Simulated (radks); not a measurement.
The numbers below are computed, except where a source is named.
The fluorine anion F-, [Ne], held by a Watson sphere: a shell of charge +1.34 at radius R that stands for the Madelung well of a crystal (potential energy -1.34/R inside, -1.34/r outside, in hartree with lengths in bohr). Code: a radial shooting solver on a logarithmic mesh with Libxc functionals. Model: scalar-relativistic Kohn-Sham, LDA (Slater exchange, VWN5 correlation), spin-polarised, spherical densities, finite nucleus; Fermi nuclear charge, rms radius of each element as measured or else 0.836 A^(1/3) + 0.57 fm. Response by self-consistent Sternheimer equations with the Hartree and adiabatic LDA kernel, the relativistic mass of each level held fixed and spin-orbit coupling left out. The sphere does not respond.

R (bohr)  e(1s) (eV)  e(2s) (eV)  e(2p) (eV)  <r> 2p (bohr)  sum of <r^2> (bohr^2)  X-ray form factor at sin(theta)/lambda = 0.1 1/angstrom  alpha (bohr^3)
2.07         -657.82     -30.947     -12.910          1.208                  14.63                                                    9.027           6.849
3.31         -654.64     -26.747      -8.877          1.279                  16.71                                                    8.926           12.43
3.35         -654.56     -26.649      -8.780          1.280                  16.76                                                    8.924           12.61
3.66         -653.92     -25.947      -8.081          1.290                  17.10                                                    8.910           14.04
3.69         -653.86     -25.884      -8.018          1.290                  17.12                                                    8.909           14.18
